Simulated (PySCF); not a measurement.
Compound: In(CH2SiH3)3, C3H15InSi3.
Geometry (PBE0-D3(BJ)/def2-SVP, Å), atoms numbered from 1 in this order:
```xyz
22
C3H15InSi3 angstrom
In     0.0045   -0.1346    0.3407
C      2.1790   -0.1215    0.3612
Si     2.9030    0.4066   -1.2798
H      2.4971    0.5912    1.1410
H      2.5429   -1.1235    0.6388
H      2.4666   -0.5224   -2.3723
H      2.4187    1.7789   -1.6390
H      4.4012    0.4380   -1.2831
C     -1.0568    1.7604    0.2546
Si    -1.4610    2.4643    1.9382
H     -0.4251    2.4754   -0.2983
H     -1.9886    1.6084   -0.3148
H     -2.3227    1.5138    2.7141
H     -0.2069    2.6749    2.7325
H     -2.1805    3.7770    1.8709
C     -1.0957   -2.0086    0.3623
Si    -1.4958   -2.6302   -1.3559
H     -0.4952   -2.7599    0.9004
H     -2.0327   -1.8475    0.9208
H     -2.3437   -1.6317   -2.0842
H     -0.2408   -2.8184   -2.1529
H     -2.2314   -3.9356   -1.3523
```

Method used: TDDFT CAM-B3LYP/def2-SVPD, vertical, gas phase, core orbitals frozen in the response, def2 core potentials past Kr in PySCF 2.14.0, density-fitted response routines. Spin–orbit coupling is left out.

```tsv
state	E (eV)	E (kJ/mol)	λ (nm)	f	|μ| (D)	main configurations (H = HOMO, L = LUMO)
S1	4.81	464	257.9	0.015	0.90	H→L (78%), H-1→L (19%)
S2	4.82	465	257.0	0.0072	0.63	H-1→L (78%), H→L (19%)
S3	6.11	590	202.8	0.196	2.91	H→L+1 (90%)
S4	6.14	593	201.8	0.200	2.93	H-1→L+1 (90%)
S5	7.08	683	175.1	0.0027	0.32	H-2→L (54%), H→L+2 (16%)
S6	7.10	685	174.7	0.0055	0.45	H-3→L (49%), H-1→L+2 (18%)
S7	7.16	691	173.2	0.0034	0.35	H→L+3 (43%), H-1→L+4 (25%)
S8	7.21	695	172.1	0.037	1.16	H→L+2 (38%), H-2→L (28%), H→L+4 (12%)
S9	7.23	697	171.6	0.044	1.26	H-1→L+2 (36%), H-3→L (29%), H-1→L+4 (17%)
S10	7.30	705	169.8	0.0085	0.55	H-6→L (44%), H-4→L (41%)
```

Triplets, Tamm–Dancoff:

```json
{"state": "T1", "E (eV)": "4.55", "λ (nm)": "272.4", "main configurations (H = HOMO, L = LUMO)": "H→L (81%), H-1→L (14%)"}
{"state": "T2", "E (eV)": "4.56", "λ (nm)": "271.7", "main configurations (H = HOMO, L = LUMO)": "H-1→L (81%), H→L (14%)"}
{"state": "T3", "E (eV)": "5.40", "λ (nm)": "229.6", "main configurations (H = HOMO, L = LUMO)": "H→L+1 (73%), H→L+2 (10%)"}
{"state": "T4", "E (eV)": "5.43", "λ (nm)": "228.4", "main configurations (H = HOMO, L = LUMO)": "H-1→L+1 (72%), H-1→L+2 (10%)"}
```

The lowest singlet lies at 4.81 eV (258 nm, ultraviolet) and is weak; its leading configuration is HOMO→LUMO (78%). The largest oscillator strength of a single state is 0.200. Löwdin shares by element: HOMO (one of a set within 0.03 eV) carbon 50% or more, indium 16%, silicon 7% or more (atoms not listed hold the other 27%); LUMO indium 46%, carbon 23% (atoms not listed hold the other 30%). Of the 10 states listed, 5 reach f = 0.01 and none stays under 0.0005. The listed states span 2.49 eV, and the widest gap between neighbours is 1.29 eV (S2 to S3). Weighted by f, the mean energy of these states is 6.28 eV. The window holds the lowest 10 singlets.

Hardware: one thread of an Intel Xeon at 2.50 GHz, on a shared host. Cost: 5.4 min (with the writing of density and orbital grids), 1.8 GiB resident at most.

One conformer stands for the species.
